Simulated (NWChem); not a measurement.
System: C3H6OSi; SMILES CC1=CO[SiH2]1

Output (shortened):

```
             Northwest Computational Chemistry Package (NWChem) 7.3.0
             --------------------------------------------------------

 CS  symmetry detected

                             Geometry "geometry" -> ""
                             -------------------------

 Output coordinates in angstroms (scale by  1.889725989 to convert to a.u.)

  No.       Tag          Charge          X              Y              Z
 ---- ---------------- ---------- -------------- -------------- --------------
    1 C                    6.0000     0.19834592    -2.23466862     0.00000000
    2 C                    6.0000    -0.00987707    -0.75529913     0.00000000
    3 C                    6.0000    -1.14847911    -0.02998253     0.00000000
    4 O                    8.0000    -0.87812322     1.34301964     0.00000000
    5 Si                  14.0000     0.79971075     0.91343063     0.00000000
    6 H                    1.0000     0.76297845    -2.56671534    -0.88116300
    7 H                    1.0000     0.76297845    -2.56671534     0.88116300
    8 H                    1.0000    -0.75867771    -2.77138665     0.00000000
    9 H                    1.0000    -2.20112485    -0.31426072     0.00000000
   10 H                    1.0000     1.51147128     1.40329689    -1.20966100
   11 H                    1.0000     1.51147128     1.40329689     1.20966100

 Effective nuclear repulsion energy (a.u.)     219.1111283846

      Symmetry information
      --------------------

 Group name             Cs
 Group number              2
 Group order               2
 No. of unique centers     9

  pbe96 is a nonlocal functional; adding pw91lda local functional.

                                 NWChem DFT Module
                                 -----------------

 Summary of "ao basis" -> "ao basis" (spherical)
 ------------------------------------------------------------------------------
       Tag                 Description            Shells   Functions and Types
 ---------------- ------------------------------  ------  ---------------------
 C                          6-31+g*                  8       18   4s3p1d
 O                          6-31+g*                  8       18   4s3p1d
 Si                         6-31+g*                 10       22   5s4p1d
 H                          6-31+g*                  2        2   2s

      Symmetry analysis of basis
      --------------------------

        a'         76
        a"         30

            General Information
            -------------------
          SCF calculation type: DFT
          Wavefunction type:  closed shell.
          No. of atoms     :    11
          No. of electrons :    46
           Alpha electrons :    23
            Beta electrons :    23
          Charge           :     0
          Spin multiplicity:     1
          Use of symmetry is: off; symmetry adaption is: on
          Maximum number of iterations: 150
          AO basis - number of functions:   106
                     number of shells:    54
          Convergence on energy requested:  1.00D-06
          Convergence on density requested:  1.00D-05
          Convergence on gradient requested:  5.00D-04

              XC Information
              --------------
          PerdewBurkeErnzerhof Exchange Functional  1.000
            Perdew 1991 LDA Correlation Functional  1.000 local
           PerdewBurkeErnz. Correlation Functional  1.000 non-local

             Grid Information
             ----------------
          Grid used for XC integration:  medium
          Radial quadrature: Mura-Knowles
          Angular quadrature: Lebedev.
          Tag              B.-S. Rad. Rad. Pts. Rad. Cut. Ang. Pts.
          ---              ---------- --------- --------- ---------
          C                   0.70       49          13.0       434
          O                   0.60       49          13.0       434
          Si                  1.10       88          13.0       590
          H                   0.35       45          13.0       434
          Grid pruning is: on
          Number of quadrature shells:   554
          Spatial weights used:  Erf1

      Superposition of Atomic Density Guess
      -------------------------------------

 Sum of atomic energies:        -479.55439001

      Non-variational initial energy
      ------------------------------

 Total energy =    -482.382128
 1-e energy   =   -1092.939786
 2-e energy   =     391.446530
 HOMO         =      -0.273218
 LUMO         =       0.003990

      Symmetry analysis of molecular orbitals - initial
      -------------------------------------------------

  Numbering of irreducible representations:

     1 a'          2 a"

  Orbital symmetries:

     1 a'          2 a'          3 a'          4 a'          5 a'
     6 a'          7 a'          8 a"          9 a'         10 a'
    11 a'         12 a'         13 a'         14 a'         15 a'
    16 a"         17 a'         18 a"         19 a'         20 a'
    21 a"         22 a'         23 a"         24 a'         25 a"
    26 a'         27 a'         28 a'         29 a"         30 a'
    31 a'         32 a'         33 a"

 !! scf_movecs_sym_adapt:   35 vectors were symmetry contaminated

  Symmetry fudging

 !! scf_movecs_sym_adapt:    4 vectors were symmetry contaminated

   convergence    iter        energy       DeltaE   RMS-Dens  Diis-err
 ---------------- ----- ----------------- --------- --------- ---------
 d= 0,ls=0.0,diis     1   -482.1343891575 -7.01D+02  3.32D-02  7.43D-01

 !! scf_movecs_sym_adapt:   33 vectors were symmetry contaminated

  Symmetry fudging

 !! scf_movecs_sym_adapt:    2 vectors were symmetry contaminated

 d= 0,ls=0.0,diis     2   -481.9698527051  1.65D-01  1.97D-02  2.44D+00

 !! scf_movecs_sym_adapt:   23 vectors were symmetry contaminated

  Symmetry fudging
 d= 0,ls=0.0,diis     3   -482.1986019985 -2.29D-01  6.18D-03  1.84D-01

 !! scf_movecs_sym_adapt:   24 vectors were symmetry contaminated

  Symmetry fudging
 d= 0,ls=0.0,diis     4   -482.2011930334 -2.59D-03  3.36D-03  1.30D-01

 !! scf_movecs_sym_adapt:   15 vectors were symmetry contaminated

  Symmetry fudging
 d= 0,ls=0.0,diis     5   -482.2180717950 -1.69D-02  1.15D-03  3.22D-03

 !! scf_movecs_sym_adapt:    6 vectors were symmetry contaminated

  Symmetry fudging
  Resetting Diis
 d= 0,ls=0.0,diis     6   -482.2185266019 -4.55D-04  3.91D-04  2.98D-04
 d= 0,ls=0.0,diis     7   -482.2185675697 -4.10D-05  2.64D-04  3.30D-05
 d= 0,ls=0.0,diis     8   -482.2185576759  9.89D-06  1.76D-04  1.03D-04
 d= 0,ls=0.0,diis     9   -482.2185718248 -1.41D-05  1.97D-05  4.02D-06
 d= 0,ls=0.0,diis    10   -482.2185722499 -4.25D-07  8.09D-06  1.46D-07

[...]

                                NWChem TDDFT Module
                                -------------------

            General Information
            -------------------
           No. of orbitals :     212
            Alpha orbitals :     106
             Beta orbitals :     106
        Alpha frozen cores :       0
         Beta frozen cores :       0
     Alpha frozen virtuals :       0
      Beta frozen virtuals :       0
         Spin multiplicity :       1
    Number of AO functions :     106
        Use of symmetry is : off
      Symmetry adaption is : on
         Schwarz screening :  0.10D-07

              XC Information
              --------------
   PerdewBurkeErnzerhof Exchange Functional   1.00
     Perdew 1991 LDA Correlation Functional   1.00 local
    PerdewBurkeErnz. Correlation Functional   1.00 non-local

             TDDFT Information
             -----------------
          Calculation type : Tamm-Dancoff TDDFT
         Wavefunction type : Restricted singlets
          No. of electrons :      46
           Alpha electrons :      23
            Beta electrons :      23
              No. of roots :       8
          Max subspacesize :    5600
            Max iterations :     100
               Target root :       1
           Target symmetry : none
      Symmetry restriction : off
                 Algorithm : Optimal
        Davidson threshold :  0.10D-03

    8 smallest eigenvalue differences (eV)
--------------------------------------------------------
  No. Spin  Occ  Vir  Irrep   E(Occ)    E(Vir)   E(Diff)
--------------------------------------------------------
    1    1   23   24 a"       -0.198    -0.047     4.118
    2    1   23   25 a'       -0.198    -0.031     4.541
    3    1   23   26 a"       -0.198    -0.009     5.138
    4    1   23   27 a"       -0.198     0.008     5.618
    5    1   23   28 a"       -0.198     0.017     5.866
    6    1   22   24 a'       -0.267    -0.047     5.986
    7    1   23   29 a"       -0.198     0.024     6.053
    8    1   23   30 a'       -0.198     0.031     6.228
--------------------------------------------------------

  Entering Davidson iterations
  Restricted singlet excited states

  Iter   NTrls   NConv    DeltaV     DeltaE      Time
  ----  ------  ------  ---------  ---------  ---------
    1      8       0     0.24E+00   0.10+100       19.6
    2     16       0     0.62E-01   0.50E-01       18.4
    3     24       1     0.15E-01   0.31E-02       14.5
    4     31       5     0.31E-02   0.28E-03       19.4
    5     34       5     0.59E-03   0.10E-04       10.4
    6     37       8     0.60E-04   0.40E-06        9.2
  ----  ------  ------  ---------  ---------  ---------
  Convergence criterion met

  Ground state a'       -482.218572249874 a.u.

  ----------------------------------------------------------------------------
  Root   1 singlet a"             0.153626880 a.u.                4.1804 eV
  ----------------------------------------------------------------------------
     Transition Moments    X -0.00000   Y  0.00000   Z -0.09459
     Dipole Oscillator Strength                    0.0009163285
     Electric Quadrupole                           0.0000000102
     Magnetic Dipole                               0.0000001683
     Total Oscillator Strength                     0.0009165069

     Occ.   23  a"  ---  Virt.   24  a'      -0.99925
  ----------------------------------------------------------------------------
  Root   2 singlet a"             0.188592087 a.u.                5.1319 eV
  ----------------------------------------------------------------------------
     Transition Moments    X  0.00000   Y  0.00000   Z  0.08524
     Dipole Oscillator Strength                    0.0009135459
     Electric Quadrupole                           0.0000000162
     Magnetic Dipole                               0.0000000221
     Total Oscillator Strength                     0.0009135842

     Occ.   23  a"  ---  Virt.   26  a'       0.99933
  ----------------------------------------------------------------------------
  Root   3 singlet a"             0.206697004 a.u.                5.6245 eV
  ----------------------------------------------------------------------------
     Transition Moments    X  0.00000   Y -0.00000   Z -0.15183
     Dipole Oscillator Strength                    0.0031765791
     Electric Quadrupole                           0.0000000089
     Magnetic Dipole                               0.0000000305
     Total Oscillator Strength                     0.0031766186

     Occ.   23  a"  ---  Virt.   27  a'      -0.99957
  ----------------------------------------------------------------------------
  Root   4 singlet a'             0.207580378 a.u.                5.6486 eV
  ----------------------------------------------------------------------------
     Transition Moments    X -0.58803   Y  0.44127   Z -0.00000
     Dipole Oscillator Strength                    0.0747983548
     Electric Quadrupole                           0.0000001231
     Magnetic Dipole                               0.0000013716
     Total Oscillator Strength                     0.0747998496

     Occ.   17  a"  ---  Virt.   25  a"      -0.09440
     Occ.   20  a"  ---  Virt.   25  a"      -0.13279
     Occ.   21  a'  ---  Virt.   24  a'      -0.11278
     Occ.   22  a'  ---  Virt.   24  a'      -0.15250
     Occ.   22  a'  ---  Virt.   27  a'      -0.05561
     Occ.   23  a"  ---  Virt.   25  a"       0.86584
     Occ.   23  a"  ---  Virt.   30  a"      -0.33885
     Occ.   23  a"  ---  Virt.   32  a"       0.05163
     Occ.   23  a"  ---  Virt.   35  a"      -0.07818
     Occ.   23  a"  ---  Virt.   38  a"       0.16100
     Occ.   23  a"  ---  Virt.   47  a"       0.06342
  ----------------------------------------------------------------------------
  Root   5 singlet a"             0.215373503 a.u.                5.8606 eV
  ----------------------------------------------------------------------------
     Transition Moments    X -0.00000   Y  0.00000   Z -0.17583
     Dipole Oscillator Strength                    0.0044388930
     Electric Quadrupole                           0.0000000803
     Magnetic Dipole                               0.0000005960
     Total Oscillator Strength                     0.0044395692

     Occ.   23  a"  ---  Virt.   28  a'      -0.99947
  ----------------------------------------------------------------------------
  Root   6 singlet a"             0.222635693 a.u.                6.0582 eV
  ----------------------------------------------------------------------------
     Transition Moments    X -0.00000   Y -0.00000   Z -0.07275
     Dipole Oscillator Strength                    0.0007854366
     Electric Quadrupole                           0.0000000135
     Magnetic Dipole                               0.0000000314
     Total Oscillator Strength                     0.0007854815

     Occ.   23  a"  ---  Virt.   29  a'       0.99886
  ----------------------------------------------------------------------------
  Root   7 singlet a'             0.226831271 a.u.                6.1724 eV
  ----------------------------------------------------------------------------
     Transition Moments    X -0.13050   Y -0.27807   Z  0.00000
     Dipole Oscillator Strength                    0.0142682025
     Electric Quadrupole                           0.0000000640
     Magnetic Dipole                               0.0000024390
     Total Oscillator Strength                     0.0142707054

     Occ.   20  a"  ---  Virt.   25  a"      -0.07030
     Occ.   21  a'  ---  Virt.   24  a'      -0.08135
     Occ.   22  a'  ---  Virt.   24  a'      -0.95270
     Occ.   22  a'  ---  Virt.   27  a'       0.08626
     Occ.   23  a"  ---  Virt.   25  a"      -0.07852
     Occ.   23  a"  ---  Virt.   30  a"       0.21964
     Occ.   23  a"  ---  Virt.   32  a"      -0.05497
     Occ.   23  a"  ---  Virt.   38  a"      -0.05926
  ----------------------------------------------------------------------------
  Root   8 singlet a'             0.232067264 a.u.                6.3149 eV
  ----------------------------------------------------------------------------
     Transition Moments    X -0.12635   Y  0.41150   Z -0.00000
     Dipole Oscillator Strength                    0.0286671837
     Electric Quadrupole                           0.0000000495
     Magnetic Dipole                               0.0000000424
     Total Oscillator Strength                     0.0286672755

     Occ.   17  a"  ---  Virt.   25  a"      -0.05713
     Occ.   20  a"  ---  Virt.   25  a"      -0.10126
     Occ.   21  a'  ---  Virt.   24  a'      -0.08626
     Occ.   22  a'  ---  Virt.   24  a'       0.17765
     Occ.   22  a'  ---  Virt.   27  a'      -0.06355
     Occ.   23  a"  ---  Virt.   25  a"       0.29258
     Occ.   23  a"  ---  Virt.   30  a"       0.90625
     Occ.   23  a"  ---  Virt.   32  a"       0.06105
     Occ.   23  a"  ---  Virt.   35  a"      -0.05970
     Occ.   23  a"  ---  Virt.   38  a"       0.12068

              Target root =      1
          Target symmetry = none
      Ground state energy =   -482.218572249874
        Excitation energy =      0.153626880085
     Excited state energy =   -482.064945369789

  stored tddft:energy   -482.06494536978909
```

Level: PBE/6-31+G* (spherical d), TDA. All runs use the structure optimised with B3LYP/6-31G* (spherical d).

Problem. Reconstruct the input file.

Solution. Several could match; the one computed here: the input that was run:
```
start job
memory heap 200 mb stack 900 mb global 1100 mb
geometry units angstroms noautoz
  C      0.273844    -2.218458     0.000000
  C      0.002441    -0.749366     0.000000
  C     -1.166186    -0.073489     0.000000
  O     -0.954893     1.309834     0.000000
  Si     0.739803     0.952512     0.000000
  H      0.852182    -2.526013    -0.881163
  H      0.852182    -2.526013     0.881163
  H     -0.659310    -2.795679     0.000000
  H     -2.205688    -0.402598     0.000000
  H      1.429926     1.472418    -1.209661
  H      1.429926     1.472418     1.209661
end
basis spherical
  C library 6-31+g*
  O library 6-31+g*
  Si library 6-31+g*
  H library 6-31+g*
end
dft
  xc xpbe96 cpbe96
  iterations 150
end
tddft
  cis
  nroots 8
  notriplet
end
task tddft energy
```
